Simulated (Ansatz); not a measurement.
# Molecular dynamics, step by step

CH$_{6}$IO (charge +1), closed shell, PBE0-D4/def2-SVP (Ansatz 0.2.0). Settings (timestep in fs, temperature in K; T counts 21 degrees of freedom):

```yaml
hamiltonian: {xc: pbe0, dispersion: d4}
md: {n_steps: 80, timestep: 0.75, temperature: 500, ensemble: nvt_nose_hoover, seed: 588, initial_velocities: maxwell_boltzmann}
```

Start:

| atom | x (Å) | y (Å) | z (Å) |
| --- | --- | --- | --- |
| O1 | -0.0244 | -0.2041 | -2.1647 |
| H2 | -0.0029 | 0.3775 | -1.2414 |
| H3 | 0.7748 | -0.0830 | -2.7049 |
| H4 | -0.8244 | -0.0428 | -2.6932 |
| C5 | 0.0125 | -0.2024 | 1.9079 |
| I6 | 0.0370 | 1.4526 | 0.5492 |
| H7 | 0.0166 | 0.2470 | 2.8967 |
| H8 | -0.8994 | -0.7605 | 1.7237 |
| H9 | 0.9100 | -0.7845 | 1.7269 |

```
step  time (fs)  potential energy less the start (meV)  kinetic energy (meV)  T (K)
   0       0.00                                    0.0                 452.4    500
   5       3.75                                  213.6                 244.5    270
  10       7.50                                  333.1                 129.6    143
  15      11.25                                  161.5                 295.6    327
  20      15.00                                  181.2                 276.8    306
  25      18.75                                  314.3                 150.7    167
  30      22.50                                  321.0                 147.2    163
  35      26.25                                  205.2                 258.6    286
  40      30.00                                  215.6                 249.8    276
  45      33.75                                  277.1                 195.8    216
  50      37.50                                  276.0                 200.5    222
  55      41.25                                   78.1                 393.8    435
  60      45.00                                  240.1                 239.3    265
  65      48.75                                  337.6                 151.9    168
  70      52.50                                  232.2                 256.9    284
  75      56.25                                  138.8                 352.6    390
  80      60.00                                  308.3                 195.2    216
```

Step 50, positions (Å) and forces (eV/Å):

```
atom       x       y       z      Fx      Fy      Fz
  O1  -0.043  -0.236  -2.264  -0.025   0.658   1.799
  H2  -0.037   0.408  -1.287  -0.256  -0.565  -0.619
  H3   0.864  -0.226  -2.597   0.239  -0.055  -0.542
  H4  -0.702   0.025  -2.930   0.057   0.141  -0.165
  C5   0.035  -0.195   1.955  -3.169  -0.414  -0.617
  I6   0.036   1.456   0.558   0.033  -0.066  -0.462
  H7   0.005   0.300   2.932  -0.047  -0.090   0.069
  H8  -0.981  -0.786   1.725   2.482   1.110   0.661
  H9   0.949  -0.722   1.790   0.684  -0.720  -0.124
```

Step 55, positions (Å) and forces (eV/Å):

```
atom       x       y       z      Fx      Fy      Fz
  O1  -0.043  -0.227  -2.255   0.684   0.276   0.138
  H2   0.009   0.398  -1.356  -0.290  -0.267  -0.204
  H3   0.852  -0.296  -2.663  -0.470  -0.021   0.146
  H4  -0.696   0.040  -2.935   0.060   0.088   0.258
  C5   0.016  -0.180   1.936   0.711   0.105   0.491
  I6   0.036   1.454   0.558  -0.103   0.024  -0.342
  H7   0.046   0.264   2.933  -0.261   0.342   0.124
  H8  -0.876  -0.790   1.825  -0.125  -0.203  -0.290
  H9   0.982  -0.687   1.832  -0.206  -0.345  -0.321
```

Step 65, positions (Å) and forces (eV/Å):

```
atom       x       y       z      Fx      Fy      Fz
  O1  -0.034  -0.213  -2.246  -0.398   0.212  -0.020
  H2   0.043   0.416  -1.373   0.196  -0.278   0.057
  H3   0.778  -0.442  -2.737   0.157   0.143   0.199
  H4  -0.716   0.116  -2.864   0.026  -0.059   0.057
  C5   0.022  -0.144   1.923  -2.816  -2.072   0.734
  I6   0.036   1.450   0.559  -0.242   0.282  -0.611
  H7   0.031   0.304   2.916  -0.111   0.253   0.188
  H8  -0.874  -0.950   1.882   1.721   2.244  -0.313
  H9   0.918  -0.686   1.798   1.467  -0.728  -0.291
```

Last step (80):

O1  (-0.031, -0.186, -2.222)
H2  (0.152, 0.278, -1.315)
H3  (0.731, -0.522, -2.749)
H4  (-0.725, 0.202, -2.796)
C5  (0.048, -0.159, 1.955)
I6  (0.033, 1.446, 0.554)
H7  (-0.024, 0.368, 2.904)
H8  (-0.967, -0.698, 1.646)
H9  (0.952, -0.692, 1.798)
(Å)

The run took about 2.3 min on 4 CPU threads of an Intel Xeon Platinum 8259CL (shared host).
